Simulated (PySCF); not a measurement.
Compound: C9H12BN.
SMILES with atom numbers: `[CH2:1]=[CH:2][c:3]1[cH:4][cH:5][c:6]([B:7]([CH3:8])[CH3:9])[n:10][cH:11]1` (hydrogens: H12, H13 on C1; H14 on C2; H15 on C4; H16 on C5; H17, H18, H19 on C8; H20, H21, H22 on C9; H23 on C11)

The calculation used PBE0-D3(BJ)/def2-SVP geometry optimisation, gas phase (PySCF 2.14.0).

Question: List the bond lengths, angles and torsions at this level.

Answer: 
```
                   bond  length (Å)     order
                  C1=C2       1.338    double
                  C2–C3       1.464    single
                  C3–C4       1.401  aromatic
                  C4–C5       1.387  aromatic
                  C5–C6       1.407  aromatic
                  C6–B7       1.584    single
                  B7–C8       1.576    single
                  B7–C9       1.563    single
                 C6–N10       1.349  aromatic
                N10–C11       1.321  aromatic
                 C3–C11       1.408  aromatic
                 C1–H12       1.094    single
                 C1–H13       1.092    single
                 C2–H14       1.096    single
                 C4–H15       1.093    single
                 C5–H16       1.092    single
C8–H17 and 4 like bonds       1.102    single
                 C9–H20       1.109    single
                C11–H23       1.098    single
```

Bonds in one row agree within 0.01 Å and their mean is given. Orders are formal, as drawn. A selection of angles:
```
     angle  degrees
  C1–C2–C3    126.9
  C2–C3–C4    124.5
 C2–C3–C11    119.3
 C4–C3–C11    116.3
  C3–C4–C5    119.2
  C4–C5–C6    120.4
  C5–C6–B7    122.6
 C5–C6–N10    120.0
 B7–C6–N10    117.4
  C6–B7–C8    119.7
  C8–B7–C9    121.3
C6–N10–C11    119.5
C3–C11–N10    124.6
```

Torsions: C1–C2–C3–C4 0° (synperiplanar); C5–C6–B7–C8 -5° (synperiplanar). The mirror-image conformer, all signs reversed, is as good.

The 3 B–C bonds span 1.563 Å (B7–C9, drawn single) to 1.584 Å (C6–B7, drawn single), a spread of 0.021 Å. The 2 C–N bonds span 1.321 Å (N10–C11, aromatic) to 1.349 Å (C6–N10, aromatic), a spread of 0.028 Å. The C–C distances run from 1.338 Å (C1=C2, drawn double) to 1.464 Å (C2–C3, drawn single), a spread of 0.126 Å. The 6-membered ring C3–C4–C5–C6–N10–C11 has internal angles of 116.3° to 124.6° (sum 720°, against 720° for a flat polygon); it is planar, 0.00 Å rms from its mean plane, widest ring torsion 0°. B7 (three-coordinate boron) is planar (angles 121.3°, 119.7° and 119.0°, sum 360.0°, 0.01 Å off the plane of its three neighbours). Of the pairs four or more bonds apart, H12···H15 is among the closest relative to their van der Waals radii: 2.21 Å, 92 % of the sum of Bondi's values.

Whether it is a minimum is left open (no frequencies). The numbers are those of one conformer.

Hardware: an Arm Neoverse V1 with one thread, no GPU, shared host. Cost: 4.1 min wall, 0.99 GiB resident at most. That covers the optimisation of the geometry.
